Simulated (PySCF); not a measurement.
**Two-component Hartree-Fock for Pb²⁺ (lead, charge +2)**

Start: [Xe] 4f14 5d10 6s2. Calculated with PySCF 2.14 in x2c-TZVPall-2c (11s11p9d3f, 110 functions): generalised Hartree-Fock with the X2C-1e Hamiltonian and a Gaussian nucleus; one run each with spin-orbit coupling (SO) switched off, then screened by Boettger's factors.

| spinor shell | electrons | ε, spin-free (eV) | ε, screened SO (eV) | weight of nominal j (screened SO) | rms radius, screened SO (bohr) |
| --- | --- | --- | --- | --- | --- |
| 1s1/2 | 2 | -88526.5 | -88487.8 | 1.000 | 0.0181 |
| 2s1/2 | 2 | -16007.7 | -15995.4 | 1.000 | 0.0730 |
| 2p1/2 | 2 | -13753.0 | -15337.6 | 1.000 | 0.0617 |
| 2p3/2 | 4 | -13753.0 | -13143.1 | 1.000 | 0.0700 |
| 3s1/2 | 2 | -3928.8 | -3924.7 | 1.000 | 0.186 |
| 3p1/2 | 2 | -3272.4 | -3628.7 | 1.000 | 0.178 |
| 3p3/2 | 4 | -3272.4 | -3132.2 | 1.000 | 0.195 |
| 3d3/2 | 4 | -2589.9 | -2651.2 | 1.000 | 0.170 |
| 3d5/2 | 6 | -2589.9 | -2545.9 | 1.000 | 0.175 |
| 4s1/2 | 2 | -941.96 | -940.75 | 1.000 | 0.408 |
| 4p1/2 | 2 | -723.19 | -811.48 | 1.000 | 0.412 |
| 4d3/2 | 4 | -463.84 | -477.54 | 1.000 | 0.455 |
| 4d5/2 | 6 | -463.84 | -453.89 | 1.000 | 0.466 |
| 5s1/2 | 2 | -184.00 | -183.84 | 1.000 | 0.915 |
| 4f5/2 | 6 | -176.00 | -178.33 | 1.000 | 0.493 |
| 4f7/2 | 8 | -176.00 | -173.35 | 1.000 | 0.495 |
| 5p1/2 | 2 | -120.94 | -137.47 | 1.000 | 0.985 |
| 5p3/2 | 4 | -120.94 | -114.49 | 1.000 | 1.07 |
| 5d3/2 | 4 | -46.061 | -47.797 | 1.000 | 1.35 |
| 5d5/2 | 6 | -46.061 | -44.899 | 1.000 | 1.40 |
| 6s1/2 | 2 | -30.176 | -30.198 | 1.000 | 2.37 |

(1) Where does 4p3/2 lie, and what is the 4p spin-orbit splitting (screened SO)?

```json
{"quantity": "E (hartree)", "spin-free": "-20864.86184", "screened SO": "-20902.74837"}
{"quantity": "M_J", "spin-free": "0", "screened SO": "0"}
{"quantity": "⟨J²⟩", "spin-free": "0.000", "screened SO": "0.000"}
{"quantity": "⟨L²⟩", "spin-free": "0.000", "screened SO": "0.199"}
{"quantity": "⟨S²⟩", "spin-free": "0.000", "screened SO": "0.199"}
```

Breit and QED terms are absent; they matter most for the inner s and p1/2 levels.

Densities and radii are taken from the X2C orbitals without a picture-change correction, which distorts them close to the nucleus.

Without spin-orbit coupling the j labels of p, d and f shells carry no meaning; the spin-free column gives the mean over the occupied spinors of each nl shell.

Results:

(1) At -688.25 eV, 123.23 eV above 4p1/2.
